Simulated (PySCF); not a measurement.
Ge(OMe)3(NH2), C3H11GeNO3, SMILES [O]([Ge]([O]C)([O]C)[NH2])C (GFN2-xTB optimised geometry):

```
19

C      1.409    -1.130     1.008
O      0.581    -1.680     0.000
Ge    -1.175    -1.680     0.000
N     -1.553    -2.577    -1.529
O     -1.866    -0.055     0.000
C     -1.760     0.855    -1.079
O     -1.782    -2.405     1.475
C     -2.752    -1.875     2.363
H      2.438    -1.287     0.682
H      1.251    -1.631     1.965
H      1.229    -0.060     1.136
H     -0.769    -3.120    -1.863
H     -2.362    -3.182    -1.477
H     -0.742     1.238    -1.172
H     -2.438     1.680    -0.855
H     -2.049     0.390    -2.022
H     -3.668    -2.464     2.282
H     -2.976    -0.832     2.145
H     -2.358    -1.957     3.378
```

Method: B3LYP/def2-SVP in PySCF.

Question: What are the frontier orbital energies and the dipole moment?

Answer: HOMO-2 -7.58 eV, HOMO-1 -7.43 eV, HOMO -7.02 eV, LUMO 0.55 eV, LUMO+1 1.77 eV; dipole moment 0.38 D.

On the same geometry PBE/def2-SVP (PySCF) gives HOMO-2 -6.18 eV, HOMO-1 -6.06 eV, HOMO -5.71 eV, LUMO -0.18 eV, LUMO+1 1.23 eV; dipole moment 0.34 D.

Meta-Löwdin charges at B3LYP/def2-SVP: C1 -0.06, O2 -0.59, Ge3 1.33, N4 -0.65, O5 -0.60, C6 -0.06, O7 -0.59, C8 -0.06, H9 0.10, H10 0.09, H11 0.09, H12 0.22, H13 0.21, H14 0.09, H15 0.10, H16 0.09, H17 0.09, H18 0.10, H19 0.10.
